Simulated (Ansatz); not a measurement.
Diatomic TiTe, closed-shell singlet (lowest of 2S+1 = 1, 3, 5, 7 at CCSD(T)/def2-TZVPP on PBE0 minima; our sources give no spin for the ground state, which may be another). No spin–orbit coupling. Ti is treated without relativity. The T1 diagnostic near the minimum is 0.072, so single-reference values are doubtful.

Constants: fifth-degree fit in 1/R to seven points, most abundant isotopes. In def2 and cc sets the state is the lowest found near the PBE0 minimum, followed along R. The singlet is held restricted.

Codes used: Ansatz (Gaussian basis) for Hartree–Fock, density functionals and correlated methods. Each number belongs to the level named beside it. In def2 rows elements past Kr take small-core potentials, without spin–orbit coupling.

Task: What bond length and harmonic frequency does PBE/def2-TZVPP give?

Result: r_e = 2.379 Å, ω_e = 359 cm⁻¹.

Task: What bond length and harmonic frequency does CAM-B3LYP/def2-TZVPP give?

Result: r_e = 2.350 Å, ω_e = 382 cm⁻¹.

Task: What bond length and harmonic frequency does wB97M-V/def2-TZVPP give?

Result: r_e = 2.348 Å, ω_e = 386 cm⁻¹.

Ansatz is a first-principles code.
